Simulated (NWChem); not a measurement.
Molecule: CH9GeN3; SMILES [CH3][Ge]([NH2])([NH2])[NH2]

```xyz
14

C     -0.0221     1.8552     0.5355
Ge    -0.0002    -0.0135     0.0122
N      1.5926    -0.3044    -0.8664
N      0.0096    -1.1758     1.4166
N     -1.5824    -0.3398    -0.8734
H     -0.0292     2.5203    -0.3415
H      0.8676     2.0831     1.1397
H     -0.9173     2.0627     1.1387
H      1.6694    -1.1898    -1.3599
H      1.8823     0.4403    -1.4946
H      0.8527    -1.7247     1.5427
H     -0.8217    -1.7433     1.5388
H     -1.8858     0.3985    -1.5028
H     -1.6373    -1.2267    -1.3672
```
Atoms are numbered in this order, from 1.

Level: PBE0/def2-SVP (NWChem), optimised geometry, unscaled harmonic frequencies. 

Task: List the harmonic frequencies with IR intensities, and the thermochemistry.

Result: 
| frequency (cm⁻¹) | IR intensity (km/mol) |
|---|---|
| 83 | 0.2 |
| 148 | 2.4 |
| 170 | 2.1 |
| 184 | 6.0 |
| 209 | 7.8 |
| 215 | 3.8 |
| 236 | 3.9 |
| 269 | 68.0 |
| 282 | 15.3 |
| 389 | 183.2 |
| 474 | 341.1 |
| 533 | 31.3 |
| 612 | 14.7 |
| 678 | 61.6 |
| 689 | 55.6 |
| 718 | 64.2 |
| 748 | 15.3 |
| 775 | 31.8 |
| 850 | 46.0 |
| 875 | 11.7 |
| 891 | 62.8 |
| 1256 | 21.6 |
| 1432 | 3.6 |
| 1433 | 4.9 |
| 1525 | 30.5 |
| 1548 | 10.4 |
| 1551 | 46.5 |
| 3068 | 4.1 |
| 3174 | 5.0 |
| 3188 | 2.1 |
| 3572 | 6.2 |
| 3573 | 6.5 |
| 3603 | 14.4 |
| 3671 | 11.6 |
| 3672 | 8.7 |
| 3716 | 24.6 |

- zero-point energy = 71.5 kcal/mol
- thermal correction to the enthalpy at 298.15 K (with zero-point energy) = 78.1 kcal/mol
- heat capacity Cv = 33.5 cal/(mol K)
- entropy at 298.15 K and 1 atm (symmetry number 1) = 92.3 cal/(mol K)
- dipole moment = 2.36 D

Rigid rotor and harmonic oscillator; modes under 100 cm⁻¹ make the entropy uncertain.
